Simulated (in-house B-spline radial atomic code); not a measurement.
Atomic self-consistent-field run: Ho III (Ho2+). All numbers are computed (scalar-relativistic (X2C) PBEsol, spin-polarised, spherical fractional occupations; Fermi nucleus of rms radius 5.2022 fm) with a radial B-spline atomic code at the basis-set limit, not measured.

Command:
```bash
python run_scf.py task.json out
```
Settings (nuclear radius in fm, mass in u):
```
Z                67
configuration    [Xe] 4f11
hamiltonian      x2c
method           pbesol
spin_polarised   True
nucleus          fermi
rms_radius       5.2022
atomic_mass      164.93033
speed_of_light   137.035999084
```

Output (hartree, bohr):
```
 radial grid: 78 intervals, B-splines of order 8, outer radius 53.7037 bohr

 iter        energy (Eh)    residual
    1      -12574.210540    7.25e-01
    2      -12570.518730    1.30e+00
    3      -12609.847404    2.02e-01
    4      -12610.767585    7.26e-02
    5      -12610.714135    6.67e-02
    6      -12610.751045    7.79e-02
    7      -12610.916947    3.66e-03
    8      -12610.917339    4.75e-04
    9      -12610.917351    8.35e-06
   10      -12610.917351    1.23e-06
   11      -12610.917351    3.78e-08

 total energy                    -12610.91735
 kinetic                           13880.5349
 electron-nucleus                 -31132.8497
 Hartree                            4911.0875
 exchange-correlation               -269.6900

 orbital      occ     eigenvalue          <r>       <r^2>       <1/r>       r_max
 1s up      1.000     -2033.2937    0.0200037 0.000555907     82.0705     0.01224
 1s down    1.000     -2033.2937    0.0200037 0.000555907     82.0705     0.01224
 2s up      1.000      -340.5335    0.0874151  0.00908942      19.009      0.0745
 2s down    1.000      -340.5321    0.0874142  0.00908921     19.0091      0.0745
 2p up      3.000      -302.4832    0.0776064  0.00736982     16.5503     0.06012
 2p down    3.000      -302.4822    0.0776055  0.00736962     16.5504     0.06012
 3s up      1.000       -76.4795     0.229597   0.0603818     6.83381      0.2115
 3s down    1.000       -76.4337     0.229517   0.0603397     6.83685      0.2115
 3p up      3.000       -64.7939     0.228409   0.0605734     6.16369      0.2076
 3p down    3.000       -64.7485     0.228313   0.0605219     6.16656      0.2076
 3d up      5.000       -49.6182      0.20794    0.050782     5.78371      0.1695
 3d down    5.000       -49.5832     0.207825   0.0507217     5.78632      0.1695
 4s up      1.000       -15.5475     0.519132    0.304546     2.83031      0.4844
 4s down    1.000       -15.4511     0.519189    0.304616      2.8295      0.4844
 4p up      3.000       -11.6854     0.549774    0.344202     2.53816      0.5055
 4p down    3.000       -11.5902     0.549902    0.344382     2.53717      0.5055
 4d up      5.000        -6.3890     0.596892    0.413933     2.22432      0.5235
 4d down    5.000        -6.2954      0.59741    0.414785     2.22242      0.5235
 5s up      1.000        -2.3925       1.2731      1.8256     1.05468       1.134
 5s down    1.000        -2.3459      1.28169     1.85084       1.046        1.14
 5p up      3.000        -1.4902      1.50161     2.56348    0.870757       1.295
 5p down    3.000        -1.4566      1.51593     2.61366    0.861082       1.304
 4f up      7.000        -0.6724     0.831421     0.93315     1.61427      0.5232
 4f down    4.000        -0.5911     0.857709     1.01303     1.58824      0.5246
```

Time taken, with all properties: 0.73 s on 1 thread of Arm Neoverse N1 (shared host).

One-electron X2C: radii and densities carry no picture-change correction, so inner-shell <1/r> comes out high (for 1s by about 2 % at Z = 33, 5 % at 54, 10 % at 75, 30 % at 118) and <r> low.
